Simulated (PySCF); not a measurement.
C₃H₉FOSi, SMILES F[SiH2]COCC.

Geometry: PBE0-D3(BJ)/def2-SVP. This is a generated structure with no PubChem entry under its InChIKey; it may be hypothetical. One conformer was computed; it need not be the lowest.

Vertical ionisation energy (IE) and electron affinity (EA) in eV. Rows of orbital energies are one-electron estimates. Where ΔSCF, EOM or ADC give a negative EA the extra electron is unbound and the value depends on the basis.

```tsv
level	IE	EA
−ε(HOMO), −ε(LUMO), PBE0/def2-TZVP (PySCF)	7.26	-0.18
−ε(HOMO), −ε(LUMO), PBE/def2-TZVP (PySCF)	5.79	0.74
```
